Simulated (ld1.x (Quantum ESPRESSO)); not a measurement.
An all-electron radial function and its pseudo partner (S)

Columns: radius, all-electron u(r) and pseudo u(r) of the 3s shell (level -17.48 eV) of sulfur in the configuration [Ne] 3s1.5 3p4.5; PBE, non-relativistic, TM scheme, ld1.x (Quantum ESPRESSO) 7.5.

| r (bohr) | all-electron | pseudo |
| --- | --- | --- |
| 0.085 | 0.1579 | 0.0342 |
| 0.170 | -0.1477 | 0.0696 |
| 0.255 | -0.3587 | 0.1074 |
| 0.340 | -0.4064 | 0.1489 |
| 0.425 | -0.3322 | 0.1952 |
| 0.510 | -0.1886 | 0.2477 |
| 0.595 | -0.0158 | 0.3072 |
| 0.680 | 0.1596 | 0.3737 |
| 0.765 | 0.3220 | 0.4466 |
| 0.850 | 0.4635 | 0.5236 |
| 0.935 | 0.5808 | 0.6011 |
| 1.020 | 0.6741 | 0.6743 |
| 1.105 | 0.7448 | 0.7382 |
| 1.190 | 0.7944 | 0.7882 |
| 1.275 | 0.8255 | 0.8220 |
| 1.360 | 0.8405 | 0.8393 |
| 1.445 | 0.8422 | 0.8420 |
| 1.530 | 0.8331 | 0.8331 |
| 1.615 | 0.8153 | 0.8153 |
| 1.700 | 0.7909 | 0.7909 |
| 1.785 | 0.7615 | 0.7615 |
| 1.870 | 0.7286 | 0.7286 |
| 1.955 | 0.6934 | 0.6934 |
| 2.040 | 0.6569 | 0.6569 |
| 2.125 | 0.6197 | 0.6197 |
| 2.210 | 0.5827 | 0.5827 |

Problem. How many radial nodes do the two functions have?

Solution. The all-electron 3s function has n − l − 1 = 2; the pseudo-wave has 0, since the states of the same l below it are removed with the core.

Problem. At about which radius was the pseudo-wave matched?

Solution. 1.60 bohr. The columns agree to 0.0005 from 1.45 bohr on; several derivatives are matched, so the curves merge somewhat inside the radius.

Problem. Where does each function peak?

Solution. Outermost all-electron maximum near 1.45 bohr, pseudo maximum near 1.45 bohr (to the table’s step).

Problem. Is the pseudo-wave norm-conserving?

Solution. Yes: the TM scheme keeps the norm inside the radius equal to the all-electron one, which fixes the energy derivative of the logarithmic derivative at the level.
